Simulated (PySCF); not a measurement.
The dipole of `Clc1ccncp1` from its density and from atomic charges.

Coordinates (GFN2-xTB, Å) and charges (e) from the PBE0/pcSseg-1 density (PySCF):

```tsv
atom	x	y	z	Mulliken	IAO	Hirshfeld	ESP-fitted
Cl1	-2.505	-1.704	0.096	-0.0388	-0.0069	-0.0200	-0.0754
C2	-0.987	-0.869	0.045	-0.4262	-0.2070	-0.0286	+0.2814
C3	-0.996	0.510	-0.020	-0.0059	-0.1783	-0.0576	-0.5432
C4	0.183	1.242	-0.064	+0.1191	+0.0056	+0.0314	+0.5398
N5	1.401	0.734	-0.046	-0.3658	-0.2513	-0.1507	-0.6999
C6	1.609	-0.556	0.015	-0.1765	-0.2241	-0.0326	+0.4139
P7	0.449	-1.864	0.082	+0.5133	+0.3520	+0.0929	-0.2194
H8	-1.942	1.031	-0.038	+0.1223	+0.1750	+0.0574	+0.2049
H9	0.141	2.322	-0.116	+0.1184	+0.1663	+0.0592	+0.0370
H10	2.657	-0.842	0.025	+0.1400	+0.1689	+0.0486	+0.0608
```

Problem. Compute μ = Σ q r for each scheme (1 e·Å = 4.803 D) and compare with the dipole of the full density.

Solution. The full density gives (-0.51, 0.90, -0.04) D, 1.04 D in size; dipole vectors point from the negative to the positive end.

```tsv
scheme	μx	μy	μz	size (D)	share of the full size (%)	angle to the full dipole (°)
Mulliken	0.63	-1.26	0.05	1.41	136	177
IAO	-0.11	-0.88	0.04	0.89	86	144
Hirshfeld	-0.26	-0.20	0.01	0.33	32	98
ESP-fitted	-0.45	0.91	-0.04	1.01	98	3
```

Problem. Which set comes closest?

Solution. Length of the difference vector: ESP-fitted 0.06 D, Hirshfeld 1.13 D, IAO 1.83 D, Mulliken 2.44 D. Closest: ESP-fitted. ESP charges are fitted to the potential around the molecule, whose slowest-falling term is the dipole's. The schemes that divide the density aren't constrained to reproduce the dipole.

Problem. What is left for the Hirshfeld atoms' own dipoles?

Solution. The shares of the density sum to the whole, so what Σ q r misses lies in dipoles about the nuclei. The atomic dipoles sum to (-0.51, 0.90, -0.04) − (-0.26, -0.20, 0.01) = (-0.25, 1.10, -0.05) D, 1.13 D in size.

Problem. With the origin at the mean of the coordinates, (0.001, 0.000, -0.002) Å, which are the largest single terms, by size, of the Hirshfeld dipole along the direction of the full one?

Solution. P7 -0.82, H9 +0.56, H8 +0.51, H10 -0.47, C3 -0.26 D; all 10 atoms together -0.05 D. The single terms depend on the origin, their sum doesn't.

Problem. Give the size of the full dipole in other units.

Solution. 1.04 D = 0.407 au = 0.216 e·Å = 3.45 × 10⁻³⁰ C·m.

Isolated species at its GFN2-xTB geometry, gas phase.

These values come from a run that also computed NMR shieldings. On an Arm Neoverse N1 with one thread, shared host, this took 27 s of wall time.
